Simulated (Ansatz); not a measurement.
Geometry optimisation, Ansatz 0.2.0, DFT PBE-D3(BJ), scalar-relativistic, plane waves, PAW.

The input (input.yaml):

```yaml
accuracy: low
crystal:
  lattice:
    - [7.387659, 0.0, 0.0]
    - [0.0, 7.387659, 0.0]
    - [0.0, 0.0, 7.387659]
  atoms:
    - { symbol: O, position: [-0.0469743, 0.6065515, 0.8064771] }
    - { symbol: C, position: [0.0023305, 0.7693606, 0.8734049] }
    - { symbol: O, position: [0.1373542, 0.797953, 0.9622002] }
    - { symbol: H, position: [0.0472042, 0.521202, 0.8445679] }
    - { symbol: H, position: [-0.0985804, 0.8711124, 0.8349237] }
    - { symbol: O, position: [-0.0513925, 0.4571282, 0.2825904] }
    - { symbol: C, position: [0.0292543, 0.6208557, 0.2722705] }
    - { symbol: O, position: [0.161203, 0.666683, 0.3584268] }
    - { symbol: H, position: [0.0182069, 0.3875143, 0.3715561] }
    - { symbol: H, position: [-0.0431256, 0.7053836, 0.1741204] }
    - { symbol: O, position: [0.6704892, 0.0040411, 0.4799607] }
    - { symbol: C, position: [0.842058, 0.0512947, 0.5217737] }
    - { symbol: O, position: [0.9578001, -0.0516893, 0.5759179] }
    - { symbol: H, position: [0.661864, -0.1264308, 0.5024942] }
    - { symbol: H, position: [0.8600414, 0.1968304, 0.4991196] }
    - { symbol: O, position: [0.0965117, 0.1504641, 0.8639557] }
    - { symbol: C, position: [0.2482907, 0.2203284, 0.789799] }
    - { symbol: O, position: [0.3140942, 0.3655715, 0.8286303] }
    - { symbol: H, position: [0.0541288, 0.2401418, 0.9520842] }
    - { symbol: H, position: [0.3023401, 0.1253776, 0.6893986] }
    - { symbol: O, position: [0.3086684, 0.3700652, 0.2077166] }
    - { symbol: C, position: [0.4451112, 0.4916958, 0.210252] }
    - { symbol: O, position: [0.6047649, 0.4543223, 0.2171405] }
    - { symbol: H, position: [0.3660254, 0.2505149, 0.2125074] }
    - { symbol: H, position: [0.388937, 0.6289378, 0.20512] }
    - { symbol: O, position: [0.5091368, 0.7049171, 0.9138375] }
    - { symbol: C, position: [0.5809336, 0.7180705, 0.7462389] }
    - { symbol: O, position: [0.6674375, 0.6005655, 0.6711179] }
    - { symbol: H, position: [0.5416866, 0.5842173, 0.9583023] }
    - { symbol: H, position: [0.5487753, 0.8511886, 0.6891193] }
    - { symbol: O, position: [0.4343346, 0.898743, 0.1181636] }
    - { symbol: C, position: [0.5114689, 1.0323734, 0.0201314] }
    - { symbol: O, position: [0.6583205, 1.0990365, 0.0505317] }
    - { symbol: H, position: [0.5205163, 0.8697179, 0.2147829] }
    - { symbol: H, position: [0.4207159, 1.0708619, -0.0907729] }
    - { symbol: O, position: [0.1909286, 0.340138, 0.5269397] }
    - { symbol: C, position: [0.358561, 0.4111808, 0.5105269] }
    - { symbol: O, position: [0.4955252, 0.3247536, 0.483981] }
    - { symbol: H, position: [0.205181, 0.2089531, 0.5130674] }
    - { symbol: H, position: [0.3512414, 0.55868, 0.5249366] }
basis:
  ecutwfc: 420.0
kpoints:
  mp_grid: { grid: [1, 1, 1] }
hamiltonian:
  xc: pbe
  dispersion: d3bj
scf:
  occupations: { method: fermi_dirac, width: 0.05 }
  lower_state_search: "off"
relax:
  f_tol: 0.3
  max_steps: 15
  adjacent_minimum: "off"
```

Command:

```bash
$ ansatz run input.yaml --threads 1 --pin off --max-ram 3072MiB --backend cpu --events-out ev --progress --plain --runs-dir out
```

Question: Where does it end, and by what steps?

Answer: The forces met the threshold. The threshold is loose, so the end isn't yet a minimum. Limits of this set-up: coarse k mesh, low accuracy level. After 14 steps the energy has fallen by 7.130 eV; H20 moved furthest, 2.14 Å.

```tsv
step	energy less start (eV)	largest force component (eV/Å)	accepted
0	0.0000	2.423	yes
1	-1.8044	1.004	yes
2	-2.9954	1.029	yes
3	-3.8848	1.193	yes
4	-4.5810	1.340	yes
5	-5.1299	1.192	yes
6	-5.5140	1.047	yes
7	-5.9133	0.610	yes
8	-6.1954	0.823	yes
9	-6.4280	1.033	yes
10	-6.6514	0.650	yes
11	-6.8419	0.742	yes
12	-6.9456	0.626	yes
13	-7.0377	0.628	yes
14	-7.1298	0.256	yes
```

```xyz
40
Lattice="7.3877 0.0000 0.0000 0.0000 7.3877 0.0000 0.0000 0.0000 7.3877" Properties=species:S:1:pos:R:3
O -0.292 4.503 6.160
C 0.172 5.750 6.150
O 1.336 6.058 6.379
H 0.462 3.879 6.401
H -0.636 6.472 5.965
O 0.067 4.074 2.304
C 0.784 5.212 2.211
O 1.795 5.456 2.832
H 0.508 3.458 2.969
H 0.293 5.901 1.498
O 4.968 -0.417 2.778
C 5.894 0.442 3.113
O 6.894 0.142 3.761
H 5.071 -1.368 3.260
H 5.685 1.462 2.749
O -0.053 1.669 8.120
C 0.899 1.632 7.200
O 1.449 2.624 6.725
H -0.251 2.611 8.367
H 1.155 0.597 6.907
O 3.041 2.938 1.807
C 4.062 3.576 1.260
O 4.949 3.025 0.620
H 3.096 1.973 1.531
H 4.003 4.663 1.436
O 3.952 4.447 6.019
C 4.089 5.108 4.902
O 4.982 4.880 4.069
H 4.740 3.880 6.229
H 3.315 5.879 4.768
O 3.241 7.772 1.006
C 3.945 7.632 -0.149
O 4.961 6.980 -0.242
H 3.770 7.334 1.740
H 3.466 8.171 -0.983
O 1.045 2.162 3.875
C 2.325 2.098 4.253
O 2.961 1.072 4.406
H 0.564 1.256 3.837
H 2.726 3.110 4.382
```

The run took 51 s on 1 thread of Arm Neoverse V2, with other jobs on the host, peak memory 0.43 GiB.
